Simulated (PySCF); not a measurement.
C5H6NOP.
Geometry (PBE0-D3(BJ)/def2-SVP, Å), atoms numbered from 1 in this order:
```xyz
14
C5H6NOP angstrom
C      2.401    0.435   -0.074
O      1.440   -0.580   -0.276
C      0.156   -0.271   -0.087
C     -0.765   -1.319   -0.302
C     -2.119   -1.126   -0.143
P     -2.873    0.385    0.333
C     -1.414    1.325    0.481
N     -0.153    0.959    0.279
H      2.374    0.810    0.960
H      3.374   -0.025   -0.286
H      2.228    1.288   -0.749
H     -0.359   -2.288   -0.601
H     -2.780   -1.980   -0.326
H     -1.540    2.376    0.783
```

Computed at PBE0/pcSseg-1 (PySCF, non-relativistic), with Q(17O) = −0.0256 b, Q(14N) = 0.02044 b: O2, 17O (I = 5/2): χzz = -11.07 MHz, η = 0.499; N8, 14N (I = 1): χzz = -4.918 MHz, η = 0.139.

Problem. Find the zero-field quadrupole resonance frequencies of 17O at O2.

Solution. From the eigenvalues of H = χ/[4I(2I − 1)] × [3Iz² − I(I + 1) + η(Ix² − Iy²)], steps between neighbouring levels, labelled as for η = 0: ±1/2↔±3/2 2.061 MHz, ±3/2↔±5/2 3.180 MHz (aryl ether oxygen).

Problem. Where would the pure quadrupole (NQR) lines of 14N at N8 fall for the rigid, isolated species?

Solution. From ν± = (3/4)|χ|(1 ± η/3) and ν0 = |χ|η/2: ν+ 3.860 MHz, ν− 3.518 MHz, ν0 0.342 MHz (pyridine-type nitrogen).

In a crystal, neighbours and librations shift these lines. With a basis this small, the couplings can be 20 % off.

One conformer stands for the species.
